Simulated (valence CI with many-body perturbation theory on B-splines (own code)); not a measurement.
## Yb XXXVIII: key properties

Level of theory: relativistic CI+MBPT: five valence electrons over a frozen Dirac-Fock core [Ar] 3d10, radial functions for each j: 11 s, 11 p, 10 d, 8 f, 5 g, 2 h, with the one-electron correlation potential Σ1, the two-electron term Σ2, the three-electron term Σ3, Breit, model QED; selected CI, second order for the rest, scaled by the run's own slope (own B-spline code, finite nucleus).

No measured spectrum was set against this ion. As an estimate, large intervals hold to a few tenths of a per cent, small ones and those within an open d or f shell to about a per cent. Among the levels kept, up to 2100 cm⁻¹ of a level comes from second order outside the variational space, and about a tenth of that is noise between levels of different J, which matters for small intervals.

Levels are named by their leading jj configuration (3d3/2^4 stands for four electrons in 3d with j = 3/2), which in mixed levels can hold well under half, so a name can repeat and another be missing.

Rates and lifetimes use the calculated energies. Strong lines usually hold to 10 to 20 %, long lifetimes can be off by a factor of two.

What is the ground level?

(4s^2 4p1/2^2 4p3/2) J=3/2, composition 46 % 4s2 4p3 2P° + 28 % 4s2 4p3 4S° + 26 % 4s2 4p3 2D°, g = 1.375.

Name the longest-lived excited levels whose lifetime is computed, and their main decay.

(4s^2 4p1/2 4p3/2^2) J=5/2 at 5.139 Ry lives 1.75 μs, mostly by M1 to (4s^2 4p1/2^2 4p3/2) J=3/2; (4s^2 4p1/2 4p3/2^2) J=1/2 at 5.603 Ry lives 506 ns, mostly by M1 to (4s^2 4p1/2^2 4p3/2) J=3/2; (4s^2 4p1/2 4p3/2^2) J=3/2 at 4.769 Ry lives 355 ns, mostly by M1 to (4s^2 4p1/2^2 4p3/2) J=3/2. The lifetime of (4s^2 4p1/2 4p3/2 4d5/2) J=9/2 is too uncertain to give, and may be longer.

Where does the other parity begin?

At (4s^2 4p1/2^2 4d3/2) J=3/2, 10.237 Ry.

Among levels below 33.827 Ry, which E1 lines absorb most strongly from the ground level?

to (4s^2 4p1/2 4p3/2 4d3/2) J=5/2 at 5.576 nm, f = 0.746; to (4s^2 4p1/2 4p3/2 4d3/2) J=3/2 at 5.555 nm, f = 0.632; to (4s^2 4p1/2^2 4d5/2) J=5/2 at 7.556 nm, f = 0.308.

What is the ionisation energy?

1670.1 eV; NIST lists 1668 ± 4 eV (theoretical).

How well does LS coupling describe the low levels?

Among the lowest 20 levels the leading LS term, summed over configurations, holds 53 % on average. For single configurations the figures are 49 % in LS and 87 % in jj coupling. Terms mix most in the J = 5/2 level at 12.061 Ry, where the leading one holds 27 %.
